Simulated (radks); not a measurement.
Question: These are the eigenvalues of the occupied orbitals of an atom or ion with whole-number occupations (eV). All-electron calculation, non-relativistic Kohn-Sham, exchange-only B88, spin-polarised, spherical densities, point nucleus. Program: a radial shooting solver on a logarithmic mesh with Libxc functionals.

| orbital | eigenvalue |
|---|---|
| 1s | -73970.36 |
| 2s | -17917.47 |

Which element is it, and in what charge state? The configuration may be excited. Open shells, if any, are filled with parallel spins first.

Answer: Z = 75, rhenium, charge +71: Re71+ in [He] 2s2. The 1s level, -2718.4 hartree, gives Z - s = 73.7 by -(Z - s)^2/2, which with screening narrows Z to a few neighbours, and with so few levels the electron count can be read from the list.
